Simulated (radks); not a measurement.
Isoelectronic series with 50 electrons, each ion in its NIST ground configuration. Calculated with a radial shooting solver on a logarithmic mesh with Libxc functionals: scalar-relativistic Kohn-Sham, LDA (Slater exchange, Perdew-Wang correlation), spin-unpolarised, spherical densities, point nucleus. Total energies (hartree) and mean radii <r> (bohr):

ion,configuration,E (hartree),5s,4d
Sn,[Kr] 4d10 5s2 5p2,-6171.86703,2.383,1.101
Sb+,[Kr] 4d10 5s2 5p2,-6475.65477,2.150,1.030
Te2+,[Kr] 4d10 5s2 5p2,-6787.81685,1.969,0.9691
I3+,[Kr] 4d10 5s2 5p2,-7108.37149,1.825,0.9165
Xe4+,[Kr] 4d10 5s2 5p2,-7437.34792,1.705,0.8704
Cs5+,[Kr] 4d10 5s2 5p2,-7774.7820,1.604,0.8294
Ba6+,[Kr] 4d10 5s2 5p2,-8120.7146,1.516,0.7927
La7+,[Kr] 4d10 5s2 5p2,-8475.1903,1.439,0.7595
Ce8+,[Kr] 4d10 5s2 5p2,-8838.2572,1.371,0.7293
Pr9+,[Kr] 4d10 4f2 5s2,-9209.8647,1.338,0.7141
Nd10+,[Kr] 4d10 4f2 5s2,-9590.7823,1.280,0.6883
Pm11+,[Kr] 4d10 4f2 5s2,-9980.5089,1.228,0.6643
Sm12+,[Kr] 4d10 4f2 5s2,-10379.1010,1.180,0.6421
Eu13+,[Kr] 4d10 4f2 5s2,-10786.6180,1.136,0.6213
Gd14+,[Kr] 4d10 4f2 5s2,-11203.1228,1.095,0.6019
